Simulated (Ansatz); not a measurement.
One change: `N[SiH](F)[SeH]` becomes `N[SiH](F)S`.

Ansatz, PBE0-D4/def2-TZVP geometries, multiplicity 1. Each molecule was computed in one conformer, which needn't be the lowest.

Scalar relativity is left out up to krypton.

```tsv
property	`N[SiH](F)[SeH]`
LUMO energy (PBE/def2-TZVPP) / eV	-0.80
HOMO–LUMO gap (PBE0/def2-TZVPP) / eV	7.44
ideal-gas entropy at 298 K and 1 bar (rigid rotor, harmonic PBE0-D4/def2-TZVP) / J/(mol·K)	341
size of the dipole moment (B3LYP/def2-TZVPP) / D	2.40
size of the dipole moment (ωB97M-V/def2-TZVPP) / D	2.43
LUMO energy (ωB97M-V/def2-TZVPP) / eV	1.97
```

**Question.** Give the same properties after the change, and the shifts. (Estimate.)

**Answer.** The calculation gave: 
```csv
property,`N[SiH](F)S`,shift
LUMO energy (PBE/def2-TZVPP) / eV,-0.52,0.28
HOMO–LUMO gap (PBE0/def2-TZVPP) / eV,8.07,0.63
"ideal-gas entropy at 298 K and 1 bar (rigid rotor, harmonic PBE0-D4/def2-TZVP) / J/(mol·K)",324,-17
size of the dipole moment (B3LYP/def2-TZVPP) / D,1.55,-0.85
size of the dipole moment (ωB97M-V/def2-TZVPP) / D,1.55,-0.88
LUMO energy (ωB97M-V/def2-TZVPP) / eV,2.07,0.10
```

With PBE0 the HOMO falls by 0.32 eV and the LUMO rises by 0.30 eV, so the gap widens by about 0.62 eV. PBE moves the HOMO by -0.23 eV and ωB97M-V by -0.36 eV. Dipoles are sizes alone; their direction can turn.

B3LYP here is the variant with VWN-RPA as its local correlation; programs differ in this.

Spin–orbit coupling is left out; it splits and shifts lone-pair levels of the heavy atoms by tenths of an eV.
